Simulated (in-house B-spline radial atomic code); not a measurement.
# LDA VWN5 excitations of Li⁺

Method: LDA VWN5. Computed with a B-spline radial code for spherical atoms: linear response of the closed shell 1s2 with the functional's adiabatic kernel; non-relativistic, point nucleus, no spin-orbit coupling, no double excitations, S, P, D and F terms only.

Command:
```bash
python run_td.py task.json out
```
Settings (radii: box in bohr, nucleus in fm):
```
Z                        3
electrons                2
configuration            1s2
hamiltonian              nr
method                   lda,vwn
box_radius               41.61
intervals                48
```

Run time, properties included: 1 thread of Arm Neoverse N1, with other jobs on the host.

The lowest states, in the order of their Tamm-Dancoff energies; the method's threshold (minus the highest occupied level) is 59.60 eV. Labels give the largest channel, * marks a mixed state, and oscillator strengths are full-response dipole values. Measured ¹D terms are left out, since they can mix with doubly excited terms. Semilocal kernels can invert the small singlet-triplet splittings of Rydberg terms. Energies in eV:

```csv
state,full response,Tamm-Dancoff,oscillator strength,measured (J-weighted term)
1s → 2s 3S,?,?,-,?
1s → 2s 1S,53.68,53.73,-,-
1s → 2p 3P,54.70,54.71,-,61.281
1s → 2p 1P,55.00,55.01,0.235,62.216
1s → 3s 3S,57.31,57.31,-,68.781
1s → 3s 1S,57.51,57.51,-,69.279
1s → 3p 3P,?,?,-,?
```

(1) Where does 1s → 3p 3P lie?

(2) Where does 1s → 2s 3S lie?

(3) How large is the singlet-triplet splitting of 1s → 2s (S terms) in Tamm-Dancoff?

(4) What polarisabilities and dispersion coefficient does the method give?

Results:

(1) At 57.75 eV in full response, 57.75 eV in Tamm-Dancoff; measured 69.369 eV.

(2) At 52.60 eV in full response, 52.61 eV in Tamm-Dancoff; measured 59.021 eV.

(3) 1.11 eV, from the unrounded values.

(4) Dipole 0.215 bohr³, quadrupole 0.1429 bohr⁵, C6 0.09114 hartree·bohr⁶ for two such species.
